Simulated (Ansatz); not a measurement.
Spin states of H2MoO2 (SMILES [OH][Mo][OH]), each relaxed at B3LYP-D3(BJ)/def2-TZVP; lowest solutions found, singlets restricted, no spin–orbit coupling, no relativity up to Kr.
Multiplicity 5 (charge 0, multiplicity 5):
```xyz
5

Mo     0.1709    -0.6665     0.0324
O      1.4889     0.3196    -0.9484
H      1.3594     0.6480    -1.8459
O     -1.4948    -0.3625     0.9289
H     -1.5782     0.0909     1.7759
```
Multiplicity 3 (charge 0, multiplicity 3):
```json
[
 {"atom": "Mo", "x (Å)": "0.2691", "y (Å)": "-0.1189", "z (Å)": "0.2445"},
 {"atom": "O", "x (Å)": "1.3521", "y (Å)": "0.2209", "z (Å)": "-1.1931"},
 {"atom": "H", "x (Å)": "1.6188", "y (Å)": "0.4839", "z (Å)": "-2.0756"},
 {"atom": "O", "x (Å)": "-1.1905", "y (Å)": "-0.2908", "z (Å)": "1.3377"},
 {"atom": "H", "x (Å)": "-2.1033", "y (Å)": "-0.2654", "z (Å)": "1.6294"}
]
```

Codes used: Ansatz (Gaussian orbitals). Values without a source in brackets are computed. In def2 rows elements past Kr take small-core potentials, without spin–orbit coupling.

The energy of multiplicity 3 less that of multiplicity 5 (kcal/mol) and the share of exact exchange:

```
functional          exact exchange (%)  value
------------------  ------------------  -----
PBE/def2-TZVPP                       0   8.78
PBE0/def2-TZVPP                     25  14.10
BLYP/def2-TZVPP                      0   2.14
B3LYP/def2-TZVPP                    20   5.85
BHLYP/def2-TZVPP                    50  10.78
r2SCAN/def2-TZVPP                    0  16.17
r2SCANh/def2-TZVPP                  10  17.28
```

**Question.** Take the value as linear in the share of exact exchange along PBE and PBE0. Give the slope, say whether the sign turns, and set the other functionals against that line.

**Answer.** 
Slope: (14.10 − (8.78))/2.5 = 2.13 kcal/mol for each 10 %. The line keeps its sign from 0 to 100 %. At 50 % it gives 19.4 kcal/mol. The LYP pair gives (10.78 − (2.14))/5 = 1.73 for each 10 %. BHLYP, at 50 %, lies -8.6 from the PBE line. B3LYP, at 20 %, lies -7.2 from the PBE line. r2SCAN, with none, stands 7.4 from PBE. The r2SCAN pair gives 1.11 for 10 %.

Doubts at one or more of the structures used: a spin-contaminated determinant (r2SCANh/def2-TZVPP).

Ansatz is a first-principles code.
